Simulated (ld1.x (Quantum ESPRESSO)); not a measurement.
## Configuration tests for Mg (Z = 12) (RRKJ)

- Element: Mg (Z = 12)
- Generator: ld1.x (Quantum ESPRESSO) 7.5
- Type: norm-conserving RRKJ (Kleinman–Bylander form)
- Functional: PBE
- Relativity: non-relativistic
- Frozen core: [He]
- Valence charge: 10
- Reference configuration: 2s2 2p6 3s2 3p0
- Partial waves: 2p (bound): rc 1.25 bohr; 3d channel at 0.35 Ry: rc 1.10 bohr; 2s (bound): rc 0.95 bohr
- Local potential: the s channel
- Core correction: none
- rho0: 0.01

Occupied shells without a wave of their own: 3s. They enter only through the test configuration that unscreens the potential.

Energies are relative to the spin-unpolarised reference configuration 2s2 2p6 3s2 3p0; without spin polarisation the order of configurations can differ from experiment.

| valence configuration | charge | ΔE all-electron (eV) | error AE − PS (meV) |
| --- | --- | --- | --- |
| 2s2 2p6 3s1 3p0 | +1 | 7.949 | -133 |
| 2s2 2p6 3s1.5 3p0 | +0.5 | 3.140 | -56 |
| 2s2 2p6 3s0 3p1 | +1 | 12.293 | -366 |
| 2s2 2p6 3s0 3p2 | 0 | 7.149 | -326 |
| 2s2 2p5 3s2 3p0 | +1 | 58.587 | +497 |
| 2s1 2p6 3s2 3p0 | +1 | 91.161 | -261 |

(1) What are ΔE and the potential's error for 2s2 2p6 3s0 3p0?

Levels in the configuration 2s2 2p6 3s1 3p0:

```json
{"level": "2s", "all-electron (eV)": "-88.607", "pseudo (eV)": "-88.741"}
{"level": "2p", "all-electron (eV)": "-55.704", "pseudo (eV)": "-55.826"}
{"level": "3s", "all-electron (eV)": "-11.361", "pseudo (eV)": "-11.538"}
```

Results:

(1) ΔE = 22.950 eV all-electron; the error (AE − PS) is -373 meV.

The 3s level has no wave, so the channel is fitted at the deeper level alone: the likely source of the large errors.
